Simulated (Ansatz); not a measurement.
Stepwise reaction of `[I][GeH2][I]` with water, as a gas-phase model of exchange steps in deposition or etching. ΔE in kJ/mol.

Computed with Ansatz on PBE0-D4/def2-TZVP structures; ΔE is electronic, products minus reactants. CCSD(T)/CBS is the MP2 limit (def2-TZVPP, def2-QZVPP) plus CCSD(T) − MP2 in def2-TZVPP, frozen cores. This one scheme is used for every species. DFT in def2-TZVPP. B3LYP here is the variant with VWN-RPA as its local correlation; programs differ in this. def2 core potentials past Kr. For Ge, I outer-core shells are correlated without core-valence functions, which leaves a few kJ/mol of doubt a bond. Scalar relativity is left out up to krypton. One conformer a species, not always the lowest.

```
step                                     reaction  PBE-D4  B3LYP-D4  ωB97M-V  CCSD(T)/CBS
   1  `[I][GeH2][I]` + H₂O → `[OH][GeH2][I]` + HI    55.9      52.7     50.2         58.4
```

Question: Give the row of step 2, `[OH][GeH2][I]` + H₂O → `[OH][GeH2][OH]` + HI. (Estimate.)

Answer: Ansatz gave: 
```csv
step,reaction,PBE-D4,B3LYP-D4,ωB97M-V,CCSD(T)/CBS
2,`[OH][GeH2][I]` + H₂O → `[OH][GeH2][OH]` + HI,57.9,52.9,50.7,55.1
```

Question: By hand: ΔE of the 2 steps together at CCSD(T)/CBS.

Answer: (58.4) + (55.1) = 113.5 kJ/mol, or 56.8 kJ/mol a step.

In ΔE the steps differ by no more than 3.3 kJ/mol. All are uphill at CCSD(T)/CBS. PBE-D4 differs from CCSD(T)/CBS by -2.5 to 2.8 kJ/mol a step. Isolated molecules leave out the surface, adducts and barriers. Largest T1 diagnostic: 0.012.
